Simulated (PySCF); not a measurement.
# What settings do to a single point of [OsOCl4]2+

The sound run of [OsOCl4]2+ (singlet) uses PySCF 2.14.0, RKS BP86, Os def2-SVP with ECP60, O def2-SVP, Cl def2-SVP; non-relativistic Hamiltonian with scalar-relativistic core potentials where named; density fitting; no spin-orbit coupling, grid (50, 194), threshold 1e-8 Eh and 55 cycles, at the relaxed geometry:

```xyz
6

Os    0.0000    0.0000    0.1118
O     0.0000    0.0000    1.7960
Cl    2.2054    0.0000   -0.4079
Cl    0.0000    2.2054   -0.4079
Cl   -2.2054    0.0000   -0.4079
Cl    0.0000   -2.2054   -0.4079
```

There Os1 has a Mulliken charge of 0.73 e and the dipole about the centre of mass is 1.36 D. Each run below changes one thing and starts from free metal ions and neutral atoms unless it says otherwise; with 55 cycles, smearing, a level shift and second-order steps follow where DIIS fails, and their cycles count. Energy shifts count from the sound run.

| change | outcome | cycles | energy shift (eV) | largest force component (eV/Å) | charge on Os1 (e) | dipole about the centre of mass (D) |
| --- | --- | --- | --- | --- | --- | --- |
| grid (99, 590) | converged | 129 | 0.0029 | 0.00 | 0.73 | 1.36 |
| start from a density of up to 30 smeared cycles (not counted) | converged | 87 | 0.0000 | 0.01 | 0.73 | 1.36 |

Question: One further run converged with energy shift (eV) 1.27, largest force component (eV/Å) 7.91, charge on Os1 (e) 0.69, dipole about the centre of mass (D) 1.20. Which change was it?
A. all coordinates × 0.94
B. spin (2S) set to 3, limit 85 cycles
C. charge changed by +5, spin kept, limit 61 cycles

Answer: A.

Question: And the other changes listed?

Answer: 
| change | outcome | cycles | energy shift (eV) | largest force component (eV/Å) | charge on Os1 (e) | dipole about the centre of mass (D) |
| --- | --- | --- | --- | --- | --- | --- |
| charge changed by +5, spin kept, limit 61 cycles | refused | – | – | – | – | – |
| spin (2S) set to 3, limit 85 cycles | refused | – | – | – | – | – |

Forces carry noise of the integration grid, about 0.01 to 0.03 eV/Å.

The relaxed state isn't the lowest spin state tried at its geometry. The gap of the closed shell is small, and it wasn't tested for a lower spin-broken solution at this geometry.
